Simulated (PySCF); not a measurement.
r2SCANh on Al (aluminium, neutral), [Ne] 3s2 3d1, 2D determinant (an excited configuration). Computed with PySCF 2.14 in aug-cc-pV(D+d)Z, with the non-relativistic Hamiltonian (point nucleus).

```
cycle= 1 E= -242.152294246424  delta_E= -0.00179  |g|= 0.00647  |ddm|= 0.148
cycle= 2 E= -242.152343593455  delta_E= -4.93e-05  |g|= 0.00125  |ddm|= 0.0332
cycle= 3 E= -242.152346863453  delta_E= -3.27e-06  |g|= 0.000366  |ddm|= 0.0121
cycle= 4 E= -242.15234722044  delta_E= -3.57e-07  |g|= 3.8e-05  |ddm|= 0.00291
cycle= 5 E= -242.152347223734  delta_E= -3.29e-09  |g|= 2.43e-06  |ddm|= 0.000226
cycle= 6 E= -242.152347223747  delta_E= -1.24e-11  |g|= 2.84e-07  |ddm|= 4.15e-05
converged SCF energy = -242.152347223747  <S^2> = 0.75093836  2S+1 = 2.0009381
```

Highest occupied orbital energy: 0.086 eV; ⟨L²⟩ = 6.00; populations by l: s 6.00, p 6.00, d 1.00.

Q: Can this result be used?

A: Not for this state. The run converged. The outer electron is Rydberg-like, and this basis confines it to a smaller radius and binds it less than a complete one would. At r2SCANh the highest occupied level has a positive energy, so only the finite basis holds that electron; for this excited configuration the basis is too tight for the outer shell.
